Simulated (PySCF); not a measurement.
Job file and geometry (Å, from GFN2-xTB) of an NMR shielding run on `S(CP(/C=C\C)C)C`, C₆H₁₃PS, PySCF 2.14.0, density-fitted response routines, GIAO PBE0/pcSseg-1 NMR shielding, non-relativistic, gas phase; density fitting, a coarse starting grid and PySCF grid level 2 are the driver's defaults:

```
$ OMP_NUM_THREADS=1 python probes_run.py task.json out

{"job": {"kind": "nmr", "xc": "PBE0", "basis": "pcSseg-1"}, "charge": 0, "multiplicity": 1}
C     -2.261626     1.658461     0.291082
C     -2.508254     0.297242    -0.258665
C     -1.651864    -0.714269    -0.188689
P     -0.023417    -0.611509     0.625084
C      0.438759    -2.395634     0.540643
C      0.908341    -0.053747    -0.903523
S      2.707467    -0.089950    -0.663323
C      2.837570     1.177793     0.623296
H     -2.196124     2.387506    -0.517065
H     -1.332067     1.672792     0.858652
H     -3.083374     1.959445     0.939935
H     -3.464458     0.157584    -0.751357
H     -1.914897    -1.681749    -0.601096
H      0.232899    -2.813421    -0.445074
H      1.502121    -2.491165     0.758318
H     -0.123558    -2.941079     1.297319
H      0.614390     0.965758    -1.161229
H      0.698032    -0.715999    -1.744976
H      3.876953     1.216917     0.931125
H      2.204810     0.894276     1.461263
H      2.529376     2.137693     0.217214
```

Question: Write the output of this run.

Answer: 
```
coarse grid: 17824 points
cycle   1  E = -975.2593510722  dE =  6.606e-01  |g| = 4.301e-01  |ddm| = 4.139e+00
cycle   2  E = -975.2600186205  dE = -6.675e-04  |g| = 4.358e-01  |ddm| = 8.037e-01
cycle   3  E = -975.3091857138  dE = -4.917e-02  |g| = 4.436e-02  |ddm| = 4.082e-01
cycle   4  E = -975.3095529924  dE = -3.673e-04  |g| = 2.780e-02  |ddm| = 9.629e-02
cycle   5  E = -975.3097354121  dE = -1.824e-04  |g| = 8.468e-03  |ddm| = 3.267e-02
cycle   6  E = -975.3097532176  dE = -1.781e-05  |g| = 2.375e-03  |ddm| = 9.998e-03
cycle   7  E = -975.3097545017  dE = -1.284e-06  |g| = 3.605e-04  |ddm| = 2.840e-03
final grid: 160760 points
cycle   8  E = -975.3608693623  dE = -4.120e-05  |g| = 1.039e-02  |ddm| = 3.994e-02
cycle   9  E = -975.3608567251  dE =  1.264e-05  |g| = 1.257e-02  |ddm| = 1.967e-02
cycle  10  E = -975.3608964330  dE = -3.971e-05  |g| = 8.414e-04  |ddm| = 1.186e-02
cycle  11  E = -975.3608966119  dE = -1.789e-07  |g| = 2.771e-04  |ddm| = 1.259e-03
cycle  12  E = -975.3608966302  dE = -1.832e-08  |g| = 8.380e-05  |ddm| = 3.036e-04
cycle  13  E = -975.3608966318  dE = -1.544e-09  |g| = 3.522e-05  |ddm| = 1.048e-04
cycle  14  E = -975.3608966321  dE = -2.960e-10  |g| = 8.159e-06  |ddm| = 3.964e-05
converged SCF energy = -975.3608966321

GIAO shielding tensors (ppm)
atom      isotropic    diamagn.    paramagn.     s11        s22        s33       span
  0 C      165.927     251.040     -85.113    151.768    162.961    183.051     31.283
  1 C       39.034     255.181    -216.147    -80.366     38.850    158.619    238.985
  2 C       45.664     264.165    -218.501    -59.534     64.485    132.041    191.574
  3 P      414.007     968.431    -554.423    372.468    410.198    459.356     86.888
  4 C      172.383     254.274     -81.891    162.227    164.699    190.223     27.995
  5 C      144.078     254.206    -110.128    124.236    146.839    161.161     36.925
  6 S      573.476    1056.538    -483.062    447.661    495.463    777.304    329.644
  7 C      167.385     251.551     -84.166    150.724    166.386    185.046     34.322
  8 H       29.976      30.245      -0.269     26.520     27.766     35.642      9.122
  9 H       29.062      32.594      -3.532     23.778     29.745     33.665      9.887
 10 H       29.908      28.034       1.874     26.040     26.998     36.687     10.647
 11 H       25.223      30.191      -4.968     22.824     24.627     28.216      5.392
 12 H       25.777      33.485      -7.708     23.070     24.507     29.756      6.686
 13 H       30.918      32.224      -1.306     27.202     28.264     37.288     10.086
 14 H       29.812      30.939      -1.127     24.054     29.478     35.903     11.850
 15 H       30.582      30.547       0.035     26.125     27.251     38.371     12.246
 16 H       29.135      33.984      -4.849     23.053     30.063     34.290     11.238
 17 H       29.660      33.185      -3.524     24.279     29.570     35.132     10.853
 18 H       30.013      28.360       1.653     24.829     26.698     38.512     13.683
 19 H       28.701      31.167      -2.466     22.401     29.753     33.949     11.548
 20 H       29.811      30.368      -0.556     25.265     26.919     37.250     11.986
```

Size and cost of the density-fitted run: 215 basis functions, 38 s wall time on 1 thread of an Arm Neoverse V2, shared host; peak memory 1 GiB.
